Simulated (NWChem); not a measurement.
SnNH5O2; SMILES [NH2][SnH]([OH])[OH]

```xyz
9

Sn     0.0138    -0.0188    -0.2527
N      1.1121     1.4798     0.5466
O     -1.8008     0.3373     0.4636
O      0.6167    -1.7433     0.5122
H      0.0490    -0.2266    -1.9475
H      1.6646     2.0111    -0.1225
H      0.5245     2.1313     1.0649
H     -2.2828    -0.4793     0.6395
H      1.0412    -1.6046     1.3676
```
Atoms are numbered in this order, from 1.

All runs: NWChem. Coordinates come from a PBE0/def2-SVP optimisation. def2 effective core potentials on Sn; no spin-orbit coupling. Vertical excitations in the gas phase.

Task: Estimate the computed values for B3LYP/def2-SVP, TDA. Quantities: lowest excitation, singlet (eV); oscillator strength of that lowest state; orbital gap (eV).

Result: 
```yaml
lowest excitation, singlet (eV): 5.60
oscillator_strength_of_that_lowest_state: 0.043
orbital gap (eV): 6.56
```
